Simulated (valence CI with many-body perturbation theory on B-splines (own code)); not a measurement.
## Zn15+: configurations and terms from energies and g

Calculated by valence CI with perturbative core correlation (CI+MBPT): five valence electrons over a frozen Dirac-Fock core [Ne], a basis of 11 s, 11 p, 10 d, 8 f, 5 g, 2 h functions for each j, with the one-electron correlation potential Σ1 (screened to all orders), the two-electron term Σ2, the three-electron term Σ3, Breit, model QED; selected single and double excitations, second order for the rest, scaled by the run's own slope (own B-spline code, finite nucleus).

No measured levels were compared; by estimate levels of excited configurations hold to 0.05 to 0.15 % of their energy, terms of the ground configuration to about 0.5 %. Among the levels kept, up to 3300 cm⁻¹ of a level comes from second order outside the variational space, and about a tenth of that is noise between levels of different J, which matters for small intervals.

```tsv
No.	J	Parity	E (eV)	g
1	3/2	odd	0.000	1.934
2	3/2	odd	6.267	0.945
3	5/2	odd	7.777	1.199
4	1/2	odd	12.144	0.664
5	3/2	odd	14.520	1.254
6	5/2	even	44.684	1.586
7	3/2	even	47.282	1.718
8	1/2	even	48.231	2.644
9	3/2	even	55.432	0.839
10	5/2	even	56.222	1.212
13	3/2	even	67.392	0.461
15	5/2	even	68.456	1.071
16	7/2	even	70.072	1.247
17	5/2	even	70.422	0.956
```

Energies count from the lowest level. Strongly mixed levels and levels close to another of their J and parity are left out, so the numbers can have gaps.

(1) Give configuration and LS term of each level.

Answers

(1) 1: 3s2 3p3 4S°; 2: 3s2 3p3 2D°; 3: 3s2 3p3 2D°; 4: 3s2 3p3 2P°; 5: 3s2 3p3 2P°; 6: 3s 3p4 4P; 7: 3s 3p4 4P; 8: 3s 3p4 4P; 9: 3s 3p4 2D; 10: 3s 3p4 2D; 13: 3s2 3p2 3d 4F; 15: 3s2 3p2 3d 4F; 16: 3s2 3p2 3d 4F; 17: 3s2 3p2 3d 2F.
